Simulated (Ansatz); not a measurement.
What each rung costs, and what it gives

Saddle point of Si4NH13ClF, closed shell (Si₄H₉Cl ([SiH3][Si]([SiH3])([SiH3])[Cl]) + NH₃ + HF → Si₃H₇Cl ([SiH3][SiH]([SiH3])[Cl]) + SiH₃F ([F][SiH3]) + NH₃; bonds formed: Si1–H8, Si2–F9; bonds broken: Si1–Si2, H8–F9), PBE0-D4/def2-TZVP structure:

Si1  (-0.321, -0.505, 0.751)
Si2  (2.244, -0.432, 0.495)
Si3  (-1.899, 1.120, 1.359)
Si4  (-0.828, -1.820, -1.103)
Cl5  (-0.317, -1.719, 2.465)
H6  (0.539, 1.871, -1.116)
N7  (-0.052, 1.147, -1.510)
H8  (0.958, 0.713, 0.841)
F9  (1.875, 1.543, 0.740)
H10  (2.801, -0.092, -0.833)
H11  (3.118, -0.340, 1.681)
H12  (1.935, -1.900, 0.386)
H13  (-2.065, 2.185, 0.334)
H14  (-1.476, 1.741, 2.640)
H15  (-3.208, 0.439, 1.555)
H16  (-1.153, -3.207, -0.681)
H17  (0.328, -1.859, -2.038)
H18  (-2.000, -1.242, -1.813)
H19  (0.429, 0.776, -2.322)
H20  (-0.908, 1.581, -1.831)
(Å)

Barriers are electronic and count from the start structure reached by relaxing down the imaginary mode.

Program: Ansatz 0.2.0. Basis: as named in each row. Cores are frozen in the correlated methods. B3LYP uses VWN-RPA correlation. Extrapolation: Hartree–Fock as exp(−7.88 √X), correlation as X^−2.97.

Times are rough, for one single point on 4 threads of a shared host (AMD EPYC 7R13), with one NVIDIA H100 (or a share of it) where marked.

The estimate by CCSD(T) at an estimated basis limit (MP2 extrapolated from triple and quadruple zeta, plus CCSD(T) − MP2 in triple zeta) is 164.7 kJ/mol.

```csv
method,basis,time (s),barrier (kJ/mol),method less estimate
HF,STO-3G,under 1,425.7,261.0
PBE-D4,STO-3G,under 1,167.7,3.0
SPW92,def2-SVP,2,105.0,-59.7
PBE-D4,def2-SVP,2,128.1,-36.6
B3LYP-D4,6-31G,2,197.5,32.7
PBE-D4,def2-TZVPP,3 (H100),129.9,-34.8
PBE0-D4,def2-TZVPP,3 (H100),151.6,-13.1
BLYP-D4,def2-TZVPP,3 (H100),140.6,-24.1
B2PLYP,def2-TZVPP,3 (H100),161.0,-3.7
r2SCAN0-D4,def2-TZVPP,3 (H100),155.1,-9.7
B3LYP-D4,def2-TZVPP,3 (H100),156.9,-7.9
PBE-QIDH,def2-TZVPP,3 (H100),162.9,-1.8
PBE0-D4,def2-SVP,4,153.8,-10.9
SPW92,def2-TZVPP,4 (H100),107.2,-57.5
wB97X-V,def2-TZVPP,4 (H100),159.8,-5.0
r2SCAN-D4,def2-TZVPP,4 (H100),137.4,-27.3
CAM-B3LYP-D4,def2-TZVPP,4 (H100),159.7,-5.0
B97M-V,def2-TZVPP,4 (H100),153.3,-11.5
BHLYP-D4,def2-TZVPP,4 (H100),180.3,15.5
wB97M-V,def2-TZVPP,4 (H100),153.9,-10.9
CCSD(T),def2-SVP,4 (H100),182.8,18.1
RPA on PBE,def2-TZVPP,4 (H100),162.4,-2.3
MP2,def2-QZVPP,9 (H100),157.6,-7.2
wB97M-V,def2-SVP,11,155.7,-9.0
CCSD(T),def2-TZVPP,26 (H100),168.3,3.6
```

All methods are single points on the PBE0-D4 structures.

No T1 diagnostic of these runs exceeds 0.014.

Labels in which every atom is bracketed show which atoms are joined, not bond orders.
